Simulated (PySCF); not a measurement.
Compound: SiF4.
SMILES: `F[Si](F)(F)F`

Method used: MP2 and CCSD/aug-cc-pVDZ in PySCF, restricted Hartree–Fock reference, 9 core orbitals frozen, non-relativistic, gas phase, PBE0-D3(BJ)/def2-SVP geometry.

E(HF) = -686.99574 Eh.

Q: How large is the problem?

A: 119 basis functions and 50 electrons; 9 orbitals frozen, which leaves o = 16 correlated occupied and v = 94 virtual orbitals. That is o·v = 1504 singles and o·v(o·v + 1)/2 = 1131760 distinct closed-shell doubles amplitudes before symmetry; the costliest CCSD step grows as o²v⁴ = 2.0 × 10^10.

Q: What are the MP2 and CCSD correlation energies?

A: MP2 -0.9077 Eh and CCSD -0.9128 Eh, which gives totals of -687.90341 and -687.90854 Eh. That is 0.776 eV for each correlated electron at CCSD (2397 kJ/mol in all, 0.133 % of the total energy); MP2 gives 99.4 % of the CCSD value.

Q: What is the T1 diagnostic?

A: 0.0137, below the customary warning level of 0.02. It is the norm of the spatial-orbital singles amplitudes over the root of the number of correlated electrons, so the norm is 0.077.

Connected triples and the basis-set limit are missing.

The job also held the EOM ionisation and excitation roots. Hardware: one thread, Intel Xeon Platinum 8375C at 2.90 GHz (x86_64) (shared host). Cost: 10 min of wall time, 2.2 GiB resident at most.
